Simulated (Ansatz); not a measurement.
Cost and result for the atomization energy of CH4FGaSi (`F[SiH]1[CH2][GaH]1`) (8 atoms, 8 bonds).

```xyz
8

F    -1.977   -0.334    1.519
Si   -0.927    0.373    0.538
C     0.815   -0.192    0.368
Ga   -0.031   -0.146   -1.515
H    -1.010    1.837    0.773
H     0.937   -1.287    0.373
H     1.668    0.268    0.864
H     0.523   -0.519   -2.920
```

Total charge 0; spin multiplicity 1. Correlated methods include outer-core shells of Ga, which these sets cover unevenly. Scalar relativity is left out up to krypton. The structure was optimised at the PBE0-D4/def2-TZVP level. Program: Ansatz. All runs use 2 threads of an Arm Neoverse V1 on a shared host. Times are those of one run each, without the atoms' runs, and a repeat can differ threefold. Electronic energies, without spin–orbit coupling; frozen cores. CCSD(T)/CBS adds CCSD(T) − MP2 in def2-TZVPP to the MP2 limit, and its time is that of the two runs behind it. T1 = 0.014. With those shells the extrapolation isn't a true limit.

CCSD(T)/CBS is a level of theory with its own doubt, some kJ/mol a heavy atom from the limit and from the frozen cores, so smaller differences don't rank the functionals.

| level | functions | wall time |
| --- | --- | --- |
| revPBE-D4/def2-TZVPP | 208 | 3 s |
| PBE-D4/def2-TZVPP (with forces) | 208 | 3.7 s |
| PBE0-D4/def2-TZVPP | 208 | 5.5 s |
| CCSD(T)/def2-SVP | 98 | 7 s |
| r2SCAN-D4/def2-TZVPP (with forces) | 208 | 8.5 s |
| B2PLYP/def2-TZVPP | 208 | 8.5 s |
| PBE-QIDH/def2-TZVPP | 208 | 9 s |
| ωB97X-V/def2-TZVPP | 208 | 13 s |
| B97M-V/def2-TZVPP | 208 | 16 s |
| ωB97M-V/def2-TZVPP (with forces) | 208 | 21 s |
| MP2/def2-QZVPP | 393 | 30 s |
| CCSD(T)/def2-TZVPP | 208 | 2.4 min |
| CCSD(T)/CBS(def2) | – | 2.9 min |

**Question.** What atomization energy does each give, and how far from CCSD(T)/CBS? (Best estimate.)

**Answer.** Computed: 
```json
{"level": "revPBE-D4/def2-TZVPP", "atomization (kJ/mol)": "2531.0", "difference from CCSD(T)/CBS": "-48.5", "per bond": "-6.1"}
{"level": "PBE-D4/def2-TZVPP (with forces)", "atomization (kJ/mol)": "2598.7", "difference from CCSD(T)/CBS": "19.2", "per bond": "2.4"}
{"level": "PBE0-D4/def2-TZVPP", "atomization (kJ/mol)": "2558.7", "difference from CCSD(T)/CBS": "-20.8", "per bond": "-2.6"}
{"level": "CCSD(T)/def2-SVP", "atomization (kJ/mol)": "2380.7", "difference from CCSD(T)/CBS": "-198.8", "per bond": "-24.9"}
{"level": "r2SCAN-D4/def2-TZVPP (with forces)", "atomization (kJ/mol)": "2588.7", "difference from CCSD(T)/CBS": "9.2", "per bond": "1.1"}
{"level": "B2PLYP/def2-TZVPP", "atomization (kJ/mol)": "2530.1", "difference from CCSD(T)/CBS": "-49.4", "per bond": "-6.2"}
{"level": "PBE-QIDH/def2-TZVPP", "atomization (kJ/mol)": "2558.5", "difference from CCSD(T)/CBS": "-21.0", "per bond": "-2.6"}
{"level": "ωB97X-V/def2-TZVPP", "atomization (kJ/mol)": "2581.0", "difference from CCSD(T)/CBS": "1.5", "per bond": "0.2"}
{"level": "B97M-V/def2-TZVPP", "atomization (kJ/mol)": "2593.6", "difference from CCSD(T)/CBS": "14.1", "per bond": "1.8"}
{"level": "ωB97M-V/def2-TZVPP (with forces)", "atomization (kJ/mol)": "2566.4", "difference from CCSD(T)/CBS": "-13.1", "per bond": "-1.6"}
{"level": "MP2/def2-QZVPP", "atomization (kJ/mol)": "2599.5", "difference from CCSD(T)/CBS": "20.0", "per bond": "2.5"}
{"level": "CCSD(T)/def2-TZVPP", "atomization (kJ/mol)": "2514.2", "difference from CCSD(T)/CBS": "-65.3", "per bond": "-8.2"}
{"level": "CCSD(T)/CBS(def2)", "atomization (kJ/mol)": "2579.5", "difference from CCSD(T)/CBS": "0.0", "per bond": "0.0"}
```

From PBE to PBE0 (25 % exact exchange), in def2-TZVPP and without D4, the atomization energy moves by −37.4 kJ/mol: exact exchange takes away binding that semilocal exchange gives to molecules. At CCSD(T), def2-SVP lies −198.8 kJ/mol from the extrapolated value and def2-TZVPP −65.3 kJ/mol: correlation converges slowly with the basis, and small sets miss more of it in the bonded molecule than in its fragments. The D4 term adds +27.5 kJ/mol with B3LYP and +14.2 kJ/mol with PBE0; it sums over pairs of atoms, weighted by their polarisabilities, and B3LYP, whose exchange is more repulsive, gets the larger term.

B3LYP here is the variant with VWN-RPA as its local correlation; programs differ in this.
